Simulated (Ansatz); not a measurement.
Cost and result for the atomization energy of `C[BH-](C)[OH+][SiH3]` (16 atoms, 15 bonds).

Z-matrix (Å, degrees):
```
C
B 1 1.589
H 1 1.096 2 109.5
H 1 1.094 2 113.3 3 -119.1
H 1 1.097 2 112.7 3 118.3
C 2 1.595 1 118.2 3 -68.7
O 2 1.716 1 105.7 3 174.7
H 2 1.229 1 114.3 3 69.6
H 6 1.095 2 109.5 1 66.1
H 6 1.099 2 112.6 1 -51.4
H 6 1.096 2 114.1 1 -174.8
Si 7 1.696 2 108.1 1 -130.2
H 7 0.962 2 113.1 1 96.0
H 12 1.477 7 111.6 2 -52.9
H 12 1.473 7 107.3 2 72.1
H 12 1.488 7 104.0 2 -170.7
```

Charge 0, multiplicity 1. Geometry: relaxed with PBE0-D4/def2-TZVP. It is one conformer, not always the lowest. Program: Ansatz. All runs use 4 threads of an Arm Neoverse V1 on a shared host. Times are those of one run each, without the atoms' runs, and a repeat can differ threefold. Electronic energies, without spin–orbit coupling; frozen cores. CCSD(T)/CBS adds CCSD(T) − MP2 in def2-TZVPP to the MP2 limit, and its time is that of the two runs behind it. T1 = 0.010. HSE06 is the plane-wave form, built on full-range PBE exchange.

CCSD(T)/CBS is a level of theory with its own doubt, some kJ/mol a heavy atom from the limit and from the frozen cores, so smaller differences don't rank the functionals.

| level | functions | wall time | atomization (kcal/mol) | difference from CCSD(T)/CBS | per bond |
| --- | --- | --- | --- | --- | --- |
| LDA (SPW92)/def2-TZVPP | 320 | 2 s | 1531.5 | 165.9 | 11.1 |
| BLYP-D4/def2-TZVPP | 320 | 3.3 s | 1355.9 | -9.7 | -0.6 |
| PBE-D4/def2-TZVPP (with forces) | 320 | 3.9 s | 1372.2 | 6.6 | 0.4 |
| PBE0-D4/def2-TZVPP | 320 | 4.7 s | 1360.6 | -5.0 | -0.3 |
| BHLYP-D4/def2-TZVPP | 320 | 4.8 s | 1341.7 | -23.9 | -1.6 |
| HSE06-D4/def2-TZVPP | 320 | 5 s | 1361.2 | -4.4 | -0.3 |
| r2SCAN-D4/def2-TZVPP (with forces) | 320 | 7 s | 1367.6 | 2.0 | 0.1 |
| PBE-QIDH/def2-TZVPP | 320 | 9.5 s | 1355.6 | -10.0 | -0.7 |
| CCSD(T)/def2-SVP | 129 | 12 s | 1300.0 | -65.6 | -4.4 |
| ωB97M-V/def2-TZVPP (with forces) | 320 | 18 s | 1369.7 | 4.1 | 0.3 |
| MP2/def2-QZVPP | 628 | 47 s | 1361.3 | -4.3 | -0.3 |
| CCSD(T)/def2-TZVPP | 320 | 20 min | 1336.6 | -29.0 | -1.9 |
| CCSD(T)/CBS(def2) | – | 20 min | 1365.6 | 0.0 | 0.0 |

From BLYP to BHLYP (50 % exact exchange), in def2-TZVPP and without D4, the atomization energy moves by −6.5 kcal/mol: exact exchange takes away binding that semilocal exchange gives to molecules. Leaving LDA and LC-ωPBE aside and taking each functional with its dispersion term where it has one, the values, not all of them listed here, spread over 31.6 kcal/mol, from BHLYP-D4 to CAM-B3LYP-D4. LDA lies +166.9 kcal/mol from PBE without D4, its usual overbinding. The D4 term adds +11.9 kcal/mol with B3LYP and +6.3 kcal/mol with PBE0; it sums over pairs of atoms, weighted by their polarisabilities, and B3LYP, whose exchange is more repulsive, gets the larger term.

B3LYP here is the variant with VWN-RPA as its local correlation; programs differ in this.
